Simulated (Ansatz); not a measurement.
Coupled-cluster diagnostics for Te₄Pb₂, Ansatz.

Geometry of the singlet (PBE-D4/def2-SVP):

```tsv
atom	x (Å)	y (Å)	z (Å)
Pb1	-0.166	1.117	-1.646
Pb2	-0.646	0.104	1.886
Te3	-1.185	-1.671	-0.640
Te4	2.090	0.307	0.372
Te5	1.551	-2.334	-0.458
Te6	-1.644	2.475	0.486
```

In the def2 sets Pb, Te take a core potential; there is no spin–orbit coupling. Correlated methods freeze 24 core orbitals; core or outer-core shells of Pb, Te are correlated, in sets that lack core-valence functions. Another isomer (singlet) lies 0.05 eV lower at PBE0-D4/def2-TZVP; other spin states weren't run for this one.

Task: Estimate the CCSD(T) correlation energy, the shares of MP2 and (T), T1 and the reference's ⟨S²⟩ for: charge 0, singlet, own geometry in def2-SVP; and the rough time on 4 threads of Arm Neoverse V1 on a shared host.

Result: 
| state | basis | correlation (eV) | MP2 share (%) | (T) share (%) | T1 | ⟨S²⟩ (pure) | wall time |
| --- | --- | --- | --- | --- | --- | --- | --- |
| charge 0, singlet, own geometry | def2-SVP | -19.620 | 91.6 | 4.8 | 0.015 | 0.00 (0.00) | 2.8 min |
Customary marks for T1 are 0.02 (closed shells), 0.045 (open shells) and about 0.05 (3d metals). T1 stays under 0.02 throughout.
